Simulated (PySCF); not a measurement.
Si(H)(F)2(OEt) (C2H6F2OSi), SMILES CCO[SiH](F)F. Atoms are numbered in the order given.

```xyz
12

Si     0.8888     0.2690     0.6321
F      1.7700    -0.9997     0.1601
F      1.3676     1.4898    -0.3109
O     -0.6979    -0.0311     0.4161
C     -1.3152    -0.3932    -0.8178
C     -2.8043    -0.5646    -0.5964
H      1.1469     0.5798     2.0414
H     -1.1203     0.3926    -1.5691
H     -0.8648    -1.3304    -1.1898
H     -3.2488     0.3741    -0.2325
H     -3.3019    -0.8481    -1.5369
H     -2.9929    -1.3496     0.1516
```

Geometry: ωB97X-D3(BJ)/def2-SVP. This is a generated structure with no PubChem entry under its InChIKey; it may be hypothetical. The values are those of a single conformer.

These are TDDFT-B3LYP/def2-SVPD (PySCF) values and carry that method's errors.

Vertical excitations. The molecule is in vacuum.

Computed UV-visible absorptions:
```tsv
state	energy (eV)	λ (nm)	f	main pairs
S1	7.94	156	0.000	HOMO→LUMO 98 %
S2	8.46	146	0.043	HOMO→LUMO+1 88 %
S3	8.48	146	0.011	HOMO→LUMO+2 84 %
S4	8.65	143	0.032	HOMO−1→LUMO 95 %
S5	8.70	143	0.002	HOMO→LUMO+3 88 %
S6	8.96	138	0.005	HOMO−1→LUMO+1 99 %
S7	9.16	135	0.013	HOMO→LUMO+4 97 %
S8	9.20	135	0.022	HOMO−1→LUMO+2 73 %, HOMO−1→LUMO+3 23 %
S9	9.38	132	0.025	HOMO−1→LUMO+3 72 %, HOMO−1→LUMO+2 23 %
S10	9.43	131	0.028	HOMO→LUMO+5 97 %
T1	7.77	159	0	HOMO→LUMO 91 %
T2	8.04	154	0	HOMO→LUMO+1 95 %
T3	8.22	151	0	HOMO→LUMO+3 57 %, HOMO→LUMO+2 30 %
T4	8.46	147	0	HOMO−1→LUMO 91 %
```
Triplets are in the Tamm–Dancoff approximation, which puts them higher than full response would, so one can lie above its singlet here.
